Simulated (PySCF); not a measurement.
Se(F)(NMe2) (C2H6FNSe), SMILES CN(C)[Se]F.

Geometry optimised at ωB97X-D3(BJ)/def2-SVP. This is a generated structure with no PubChem entry under its InChIKey; it may be hypothetical. The values are those of a single conformer.

Two levels are set side by side: TDA-PBE/def2-SVPD (PySCF) and TDA-PBE0/def2-SVPD (PySCF). Vertical, same geometry. The lowest singlet is HOMO→LUMO 99 % with PBE and HOMO→LUMO 99 % with the other functional; states are paired by order. Differences are taken from unrounded values.

| quantity | TDA-PBE |
|---|---|
| lowest singlet excitation (eV) | 3.54 |
| lowest triplet excitation (TDA) (eV) | 2.77 |
| first bright state (f over 0.05) (eV) | 5.15 |
| its oscillator strength | 0.10 |

**Question.** These are the TDA-PBE values. What does TDA-PBE0 give? (The exact figures need the calculation; the answer reports its results.)

**Answer.** 
```csv
quantity,TDA-PBE0,TDA-PBE minus TDA-PBE0
lowest singlet excitation (eV),3.72,-0.19
lowest triplet excitation (TDA) (eV),2.86,-0.08
first bright state (f over 0.05) (eV),5.66,-0.51
its oscillator strength,0.10,0.00
```

A lower first singlet is the usual sign of a functional without exact exchange. Differences between two approximate levels are no errors against the true value.

Rough cost on one machine, each run with all the roots and properties that it gave: TDA-PBE0 against TDA-PBE about 3 times.
